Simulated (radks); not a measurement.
The numbers below are computed, except where a source is named.
Polarisability of the zinc ion Zn2+, [Ar] 3d10, at imaginary frequency. Level of theory: non-relativistic Kohn-Sham, LDA (Slater exchange, Perdew-Wang correlation), spin-unpolarised, spherical densities, point nucleus (a radial shooting solver on a logarithmic mesh with Libxc functionals). Response by self-consistent Sternheimer equations with the Hartree and adiabatic LDA kernel.

w (hartree),alpha1(iw) (bohr^3),alpha2(iw) (bohr^5)
0.00266,2.897,9.575
0.0143,2.897,9.565
0.0360,2.892,9.508
0.0697,2.878,9.329
0.118,2.843,8.920
0.186,2.768,8.179
0.280,2.630,7.121
0.413,2.403,5.917
0.605,2.086,4.757
0.892,1.703,3.698
1.35,1.292,2.712
2.12,0.8826,1.791
3.59,0.5095,0.9912
6.94,0.2184,0.4007
17.5,0.05173,0.08529

Static values: alpha1 = 2.897 bohr^3 (0.4294 angstrom^3; uncoupled 3.676), alpha2 = 9.576 bohr^5, alpha3 = 35.53 bohr^7. C6 = 7.784, C8 = 94.67, triple-dipole C9 = 14.83 atomic units. One-pole (London) frequency 4 C6 / (3 alpha1^2) = 1.236 hartree, against 1.156 for minus the highest occupied eigenvalue. The dipole shielding factor is 0.934, as the force sum rule N/Z = 0.933 demands.
